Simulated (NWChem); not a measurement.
**Correlation energy of HIn**

```xyz
2

In     0.0000     0.0000     0.0373
H      0.0000     0.0000    -1.8257
```
Charge 0, spin multiplicity 1.

The numbers come from NWChem runs, not from measurements. The geometry was optimised at PBE0/def2-SVP with def2 effective core potentials on In, a minimum by its harmonic frequencies.

Basis set: def2-QZVP. Each correlation energy counts from its own Hartree-Fock reference.

Effective core potentials replace the inner electrons of In; spin-orbit coupling is left out. The correlated methods keep 4 core orbitals frozen. The structure started from a generated list of species. Coupled-cluster values serve here as a point of comparison, not as the truth.

Question: One of these methods gave a correlation energy of -449.2 mHa. Which?
(A) CCSD+T(CCSD)
(B) MP2
(C) SCS-MP2
(D) CR-CCSD[T]

Answer: D, CR-CCSD[T]. The others give -461.8 (MP2), -414.7 (SCS-MP2), -451.4 (CCSD+T(CCSD)).
